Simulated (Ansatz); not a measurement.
The same path of Cl₃H₅N₂Zr (11 atoms, charge 0, multiplicity 1) was run twice with different band settings. Lost on the way: Zr1–Cl2, N8–H11. Made: Cl2–H11.

Level of theory: RKS revPBE/def2-SVP (Ansatz 0.2.0).

Relaxed end points:

```xyz
11
Properties=species:S:1:pos:R:3
Zr 0.057 0.018 0.074
Cl -0.569 -0.352 2.366
Cl 2.249 -0.452 -0.790
Cl -1.009 1.762 -1.187
N -0.937 -1.626 -0.588
H -1.530 -2.259 -0.039
H -0.925 -1.964 -1.561
N 1.267 1.970 1.158
H 2.063 2.287 0.585
H 0.654 2.789 1.280
H 1.648 1.753 2.091
```

```xyz
11
Properties=species:S:1:pos:R:3
Zr 0.549 0.374 -0.729
Cl 0.888 -0.626 2.897
Cl 2.701 -0.630 -0.885
Cl -0.076 1.501 -2.722
N -0.964 -0.869 -0.255
H -0.897 -1.511 0.548
H -1.855 -1.022 -0.742
N 0.613 1.716 0.870
H 1.377 2.397 0.982
H -0.224 2.113 1.317
H 0.857 0.484 2.109
```

Common settings: movable images 5; climbing image yes; spring 5.0 eV/Å²; optimiser quadratic models (default); force threshold 0.03 eV/Å; iteration limit 60; end points relaxed.

| run | start path |
| --- | --- |
| 1 | through a guess of the saddle point |
| 2 | straight line |

Q: What does each run give, and how far can it be trusted?

A: Run 1: converged after 29 iterations, highest image 1.544 eV above the first end. The top lies less than 8 meV above the higher end, about what the thresholds resolve: that end is a shoulder or a very shallow well. A vibrational analysis at the climbing image gives one clearly imaginary mode, 55i cm⁻¹: a first-order saddle point.
Run 2: converged after 44 iterations, highest image 1.544 eV above the first end. Neighbouring images differ by up to 1.4 eV, so the band resolves the path poorly. The top lies less than 8 meV above the higher end, about what the thresholds resolve: that end is a shoulder or a very shallow well. Another band between the same ends (5 images) ends at a top of the same energy, where a vibrational analysis finds 1 clearly imaginary mode.
The orbitals stay closed-shell, which can raise the energy where a bond breaks towards radicals; this wasn't checked here.
